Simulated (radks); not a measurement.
Trend from Li+ to Ne+: ionisation energy by Delta-SCF between NIST ground configurations, and size. Calculated with a radial shooting solver on a logarithmic mesh with Libxc functionals: non-relativistic Kohn-Sham, PBE, spin-polarised, spherical densities, point nucleus; open shells are filled with parallel spins first.

| species | configuration | IE (eV) | NIST (eV) | kind | -e(HOMO) (eV) | r at 0.001 e/bohr^3 (bohr) |
|---|---|---|---|---|---|---|
| Li+ | [He] | 75.361 | 75.640 | theory | 60.409 (1s) | 1.86 |
| Be+ | [He] 2s1 | 18.497 | 18.211 | exp. | 14.472 (2s) | 3.43 |
| B+ | [He] 2s2 | 24.606 | 25.155 | exp. | 19.505 (2s) | 3.33 |
| C+ | [He] 2s2 2p1 | 24.586 | 24.383 | exp. | 17.730 (2p) | 3.17 |
| N+ | [He] 2s2 2p2 | 30.083 | 29.601 | semi-emp. | 22.037 (2p) | 3.00 |
| O+ | [He] 2s2 2p3 | 35.503 | 35.121 | exp. | 26.369 (2p) | 2.85 |
| F+ | [He] 2s2 2p4 | 34.955 | 34.971 | exp. | 25.975 (2p) | 2.74 |
| Ne+ | [He] 2s2 2p5 | 41.385 | 40.963 | exp. | 31.193 (2p) | 2.63 |

Reference values: NIST Atomic Spectra Database (exp. = measured, semi-emp. = semi-empirical, theory = theoretical value adopted there). Open shells are spherical and high-spin; term and fine-structure splittings are not resolved.
